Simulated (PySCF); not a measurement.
All of these have the formula C4H6F2O. Theory: TDDFT B3LYP/def2-SVPD, vertical, gas phase, core orbitals frozen in the response (PySCF 2.14.0, density-fitted response routines). Geometries: GFN2-xTB; one conformer of each isolated species. Triplets are in the Tamm–Dancoff approximation.

Question: Rank by computed HOMO–LUMO gap, highest first.
A. `CC1[C@@H](F)O[C@@H]1F`
B. `C=C(CF)OCF`
C. `F[C@@H]1CC[C@@H](F)O1`
D. `C[C@@H](F)[C@@H](F)C=O`
E. `COC(C(F)F)=C`

Answer: C (9.50 eV), A (8.90 eV), B (7.05 eV), E (6.67 eV), D (6.02 eV).

```csv
SMILES,gap (eV),first f ≥ 0.01 (nm),T1 (eV),HOMO (eV),α (au),S1 mainly
F[C@@H]1CC[C@@H](F)O1,9.50,144,8.51,-9.15,51.4,H→L (97%)
CC1[C@@H](F)O[C@@H]1F,8.90,155,7.83,-8.61,51.9,H→L (97%)
C=C(CF)OCF,7.05,188,4.48,-7.19,56.1,H→L (54%)
C=C(OC)C(F)F,6.67,192,4.16,-7.05,56.4,H→L+1 (99%)
C[C@@H](F)[C@@H](F)C=O,6.02,185,3.57,-8.00,53.4,H→L (99%)
```

H and L stand for HOMO and LUMO.

- `F[C@@H]1CC[C@@H](F)O1`: Löwdin shares by element: HOMO oxygen 57%, fluorine 20%, carbon 6% or more (atoms not listed hold the other 17%); LUMO carbon 46% (atoms not listed hold the other 54%).
- `CC1[C@@H](F)O[C@@H]1F`: Löwdin shares by element: HOMO carbon 35% or more, oxygen 30% (atoms not listed hold the other 36%); LUMO carbon 42% or more, hydrogen 11% or more (atoms not listed hold the other 47%).
- `C=C(CF)OCF`: Löwdin shares by element: HOMO carbon 65% or more, oxygen 18% (atoms not listed hold the other 17%); LUMO carbon 64% or more, oxygen 7% (atoms not listed hold the other 29%).
- `C=C(OC)C(F)F`: Löwdin shares by element: HOMO carbon 57% or more, oxygen 26% (atoms not listed hold the other 16%); LUMO carbon 67% or more, oxygen 10% (atoms not listed hold the other 23%).
- `C[C@@H](F)[C@@H](F)C=O`: S1 has the pattern of n→π* at C=O.
